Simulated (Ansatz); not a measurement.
`C=C([SiH3])NBF` + H₂O → `OBF` + `C=C(N)[SiH3]`  (formal hydrolysis of a B–N bond)

Program: Ansatz. Geometries: PBE0-D4/def2-TZVP. ΔE: electronic, gas phase. CCSD(T)/CBS is the MP2 limit (def2-TZVPP, def2-QZVPP) plus CCSD(T) − MP2 in def2-TZVPP, frozen cores. This one scheme is used for every species. Functionals use def2-TZVPP. Each species was taken in one conformer, which may not be the lowest.

| level | ΔE (eV) |
| --- | --- |
| ωB97X-V | -0.19 |
| r2SCAN | -0.21 |
| MP2/def2-TZVPP | -0.14 |
| CCSD(T)/def2-TZVPP | -0.15 |

Problem. What does CCSD(T)/CBS give? (Best estimate.)

Solution. Computed: -0.12 eV. The listed levels differ from it by -0.07, -0.09, -0.02, -0.03 eV.

Largest T1 diagnostic among the species: 0.013.

The D4 term adds +0.07 eV with B3LYP and +0.04 eV with PBE0; it sums over pairs of atoms, weighted by their polarisabilities, and B3LYP, whose exchange is more repulsive, gets the larger term. In def2-TZVPP, CCSD(T) changes the Hartree–Fock value by +0.15 eV (the triples alone add +0.02 eV) and MP2 by +0.16 eV.

B3LYP here is the variant with VWN-RPA as its local correlation; programs differ in this.
